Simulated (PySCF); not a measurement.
iridium atom (Ir), quartet (core potentials on Ir); BLYP/def2-SVP run with PySCF.

Input for PySCF:
```python
from pyscf import gto, scf, dft

mol = gto.Mole()
mol.atom = '''
    Ir    0.00000000    0.00000000    0.00000000
'''
mol.basis = 'def2-svp'
mol.ecp = {'Ir': 'def2-svp'}
mol.spin = 3
mol.verbose = 3
mol.build()

mf = dft.UKS(mol)
mf.xc = 'blyp'
mf.grids.level = 7
mf.kernel()
mf.analyze()
```

What the program printed (banner, timings and long lists left out):

```
converged SCF energy = -104.221949067251  <S^2> = 3.7543595  2S+1 = 4.0021791
**** MO energy ****
                             alpha | beta                alpha | beta
MO #1   energy= -3.64862458309989  | -3.5839097374113   occ= 1 | 1
MO #2   energy= -2.02156380007774  | -1.94779776271893  occ= 1 | 1
MO #3   energy= -2.02156259941261  | -1.9477938228642   occ= 1 | 1
MO #4   energy= -2.02156090100213  | -1.94778724849945  occ= 1 | 1
MO #5   energy= -0.295742505089034 | -0.232197168228935 occ= 1 | 1
MO #6   energy= -0.295734719634184 | -0.232192548276545 occ= 1 | 1
MO #7   energy= -0.295724207379664 | -0.207953022463269 occ= 1 | 1
MO #8   energy= -0.269329694516488 | -0.205411967506182 occ= 1 | 0
MO #9   energy= -0.269329054306781 | -0.205407062382858 occ= 1 | 0
MO #10  energy= -0.236917808390186 | -0.205405801443907 occ= 1 | 0
MO #11  energy= -0.0339592665476335 | -0.026407669356497 occ= 0 | 0
MO #12  energy= -0.0339534479982009 | -0.0264076291959682 occ= 0 | 0
MO #13  energy= -0.0339447166076747 | -0.0264072623557698 occ= 0 | 0
MO #14  energy= 0.108542794927068  | 0.122830288316211  occ= 0 | 0
MO #15  energy= 0.373858476590745  | 0.393275340255662  occ= 0 | 0
MO #16  energy= 0.373864055805929  | 0.393277950566784  occ= 0 | 0
MO #17  energy= 0.373871983981783  | 0.406170818949775  occ= 0 | 0
MO #18  energy= 0.383067793744323  | 0.406173772788663  occ= 0 | 0

Dipole moment(X, Y, Z, Debye):  0.00000, -0.00000, -0.00000
```
